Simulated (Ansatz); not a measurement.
Ansatz (a quantum-chemistry and plane-wave program) input file for Ag2, SMILES [Ag][Ag], multiplicity 1, PBE/def2-TZVPD. Geometry optimised at PBE0-D3(BJ)/def2-TZVPD. The spin state was assumed, not searched. The def2 effective core potentials stand for the cores of Ag; spin–orbit coupling is left out.

Ansatz 0.2 input:
```yaml
crystal:
  periodic: [false, false, false]
  atoms:
    - {symbol: Ag, position_ang: [0.00000000, 0.00000000, -1.28820814]}
    - {symbol: Ag, position_ang: [0.00000000, 0.00000000, 1.28820814]}
basis:
  gaussian:
    orbitals: def2-TZVPD
hamiltonian:
  xc: {name: PBE}
```

Log of the run:

```
WARN ansatz: RAYON_NUM_THREADS=1 ignored (pool sized by the plan → 1); use --threads N
Functional definition: PBE
integrals: 0.02 GiB planned
706 factors; their error is unknown
mean field: 0.17 GiB planned
mean field evaluation 1: about -7998.0834 eV, gradient 4.3e1 eV
mean field evaluation 2: about -7980.9514 eV, gradient 1.1e2 eV
mean field evaluation 4: about -8000.9905 eV, gradient 3.8e0 eV
mean field evaluation 8: about -8001.0112 eV, gradient 2.6e-3 eV
mean field -8001.01124546 eV, -294.0317399905 hartree, gradient 2.2e-5 eV, S^2 0.000000; 0 other end points of the search recorded, 0 dependent functions left out
reference -8001.01128288 eV, -294.0317413656 hartree; 19, 19 occupied and 61, 61 virtual orbitals, 706 factors
Total energy: -8001.01128288 eV, -294.0317413656 hartree
```

The run converged.
